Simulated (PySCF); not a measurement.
## Polarisability and C₆ of In (indium, neutral)

[Kr] 4d10 5s2 5p1, 2P determinant. Calculation: PySCF 2.14, in aug-cc-pwCVTZ-DK3; scalar relativity by spin-free X2C-1e. Coupled (time-dependent) response in atomic units; α is the mean over directions.

```tsv
method	mean α (bohr³)	α xx, yy, zz	C₆ (like pair)	S(−4)
UHF	74.51	60.51, 102.5, 60.51	806.9	2938
PBE	79.48	59.88, 118.7, 59.88	818.7	4490
PBE0	74.65	58.10, 107.7, 58.10	775.5	3506
```

S(−4) is the Cauchy moment in α(ω) = α(0) + S(−4) ω² + …

Reference α: 65 ± 4 bohr³ (recommended; Schwerdtfeger and Nagle, table of static dipole polarizabilities (2023 update)). Published C₆: 779.0 (Chu and Dalgarno (2004); Tang, Norbeck and Certain (1976)).

Spin-orbit coupling is absent.

α(iu) at UHF:

```tsv
u (hartree)	α(iu) (bohr³)
0	74.51
0.0500	68.11
0.100	55.57
0.200	34.88
0.300	23.07
0.500	12.41
0.750	7.438
1.00	5.214
1.50	3.185
2.00	2.226
3.00	1.294
5.00	0.5973
```

A single London oscillator, α(iu) = α/(1 + u²/ω²), gives C₆ = (3/4) ω α². Matching the computed C₆ needs ω = 4 × 806.9 / (3 × 74.51²) = 0.194 hartree.

The components differ because the open shell of this determinant is not spherical; for a pure term their mean is the scalar polarisability.
